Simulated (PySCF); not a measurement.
CH₅N₂S, charge +1, singlet, at a GFN2-xTB geometry. Base run: PBE0/6-31G run with PySCF.

The PySCF input:
```python
from pyscf import gto, scf, dft, solvent

mol = gto.M(
    atom='''
N     1.14434932   -1.06036207   -0.25106294
C     0.11910496   -0.23539371   -0.05081311
N    -1.23769525   -0.94713621   -0.14183329
S     0.09324168    1.34096165    0.26131887
H     1.06442170   -2.04713255   -0.44294642
H     2.07568228   -0.67232484   -0.20842790
H    -1.95590988   -0.22357537    0.02719969
H    -1.33868644   -1.68585130    0.57024315
H    -1.39858284   -1.36165210   -1.07201812
''',
    basis='6-31g',
    charge=1,
    verbose=4,
)

mf = dft.RKS(mol)
mf.xc = 'pbe0'
mf.kernel()
```

Each row names what was changed in the base input (with any setting that the change needs).

```json
[
 {"change": "base", "ΔE vs base (kcal/mol)": "0.000", "HOMO-LUMO gap (eV)": "5.59"},
 {"change": "model = COSMO; solvent = tetrahydrofuran", "ΔE vs base (kcal/mol)": "-64.5", "HOMO-LUMO gap (eV)": "5.78"},
 {"change": "model = IEF-PCM; solvent = toluene", "ΔE vs base (kcal/mol)": "-44.11", "HOMO-LUMO gap (eV)": "5.69"},
 {"change": "model = IEF-PCM; solvent = n-hexane", "ΔE vs base (kcal/mol)": "-35.30", "HOMO-LUMO gap (eV)": "5.66"},
 {"change": "model = IEF-PCM; solvent = tetrahydrofuran; lebedev_order = 41", "ΔE vs base (kcal/mol)": "-68.5", "HOMO-LUMO gap (eV)": "5.79"},
 {"change": "model = SS(V)PE; solvent = tetrahydrofuran", "ΔE vs base (kcal/mol)": "-64.6", "HOMO-LUMO gap (eV)": "5.77"},
 {"change": "model = IEF-PCM; solvent = chloroform", "ΔE vs base (kcal/mol)": "-61.61", "HOMO-LUMO gap (eV)": "5.75"},
 {"change": "model = IEF-PCM; solvent = tetrahydrofuran; vdw_scale = 1.4", "ΔE vs base (kcal/mol)": "-58.07", "HOMO-LUMO gap (eV)": "5.72"},
 {"change": "model = IEF-PCM; solvent = dimethylsulfoxide", "ΔE vs base (kcal/mol)": "-78.8", "HOMO-LUMO gap (eV)": "5.84"},
 {"change": "model = IEF-PCM; solvent = tetrahydrofuran; r_probe = 0.5", "ΔE vs base (kcal/mol)": "-51.34", "HOMO-LUMO gap (eV)": "5.69"},
 {"change": "model = IEF-PCM; solvent = tetrahydrofuran; lebedev_order = 11", "ΔE vs base (kcal/mol)": "-67.7", "HOMO-LUMO gap (eV)": "5.78"},
 {"change": "model = IEF-PCM; solvent = tetrahydrofuran", "ΔE vs base (kcal/mol)": "-68.4", "HOMO-LUMO gap (eV)": "5.79"}
]
```

The base is the gas phase, so ΔE is the electrostatic part of solvation at a fixed geometry, without cavity and dispersion terms.
